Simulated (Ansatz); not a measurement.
Frontier orbitals of Cl$_{2}$F$_{4}$Mo, SMILES `[F][Mo]([F])([F])([F])([Cl])[Cl]`.

Total charge 0; spin multiplicity 1. Correlated methods include outer-core shells of Mo, which these sets cover unevenly. Mo: def2 effective core potential. The structure was optimised at the PBE0-D4/def2-TZVP level. Basis def2-TZVPP, Ansatz 0.2.0.

Orbital energies of one run (eV). Highest occupied ones, from the top: -11.32, -11.81, -12.08, -12.58, -13.10, -13.36, -14.62, -14.72, -14.76, -15.48, -15.48, -15.55, -16.49, -16.96. Empty: -5.33, -4.92, -4.90, -1.15, -0.11, 1.02.

(1) Which functional gave them?
A. BHLYP
B. r2SCANh
C. B97M-V
D. LC-ωPBE

## Answers

(1) A. HOMO energies: BHLYP -11.32, LC-ωPBE -12.64, B97M-V -9.07, r2SCANh -9.51 eV.

LC-ωPBE has ω = 0.4 bohr⁻¹.
